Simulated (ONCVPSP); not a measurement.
Reading a pseudo-wave (iron (Fe))

Columns: radius, all-electron u(r) and pseudo u(r) of the 3s shell (level -93.81 eV) of iron in the configuration [Ne] 3s2 3p6 3d6 4s2; Wu-Cohen, scalar-relativistic, ONCV scheme, ONCVPSP 4.0.1.

```tsv
r (bohr)	all-electron	pseudo
0.075	0.0135	0.2043
0.150	-0.5988	0.4010
0.225	-0.5768	0.5826
0.300	-0.1783	0.7431
0.375	0.3038	0.8773
0.450	0.7158	0.9817
0.525	1.0047	1.0543
0.600	1.1715	1.0953
0.675	1.2365	1.1056
0.750	1.2276	1.0883
0.825	1.1694	1.0474
0.900	1.0821	0.9875
0.975	0.9799	0.9137
1.050	0.8731	0.8310
1.125	0.7683	0.7443
1.200	0.6694	0.6574
1.275	0.5786	0.5737
1.350	0.4969	0.4954
1.425	0.4244	0.4241
1.500	0.3609	0.3608
1.575	0.3058	0.3057
1.650	0.2582	0.2582
1.725	0.2175	0.2175
1.800	0.1828	0.1828
1.875	0.1533	0.1533
1.950	0.1284	0.1284
```

Q: How many radial nodes do the two functions have?

A: The all-electron 3s function has n − l − 1 = 2; the pseudo-wave has 0, since the states of the same l below it are removed with the core.

Q: At about which radius was the pseudo-wave matched?

A: 1.50 bohr, where the columns begin to agree (steps of 0.07 bohr).

Q: Where does each function peak?

A: Outermost all-electron maximum near 0.68 bohr, pseudo maximum near 0.68 bohr (to the table’s step).

Q: Is the pseudo-wave norm-conserving?

A: Yes: the ONCV scheme keeps the norm inside the radius equal to the all-electron one, which fixes the energy derivative of the logarithmic derivative at the level.
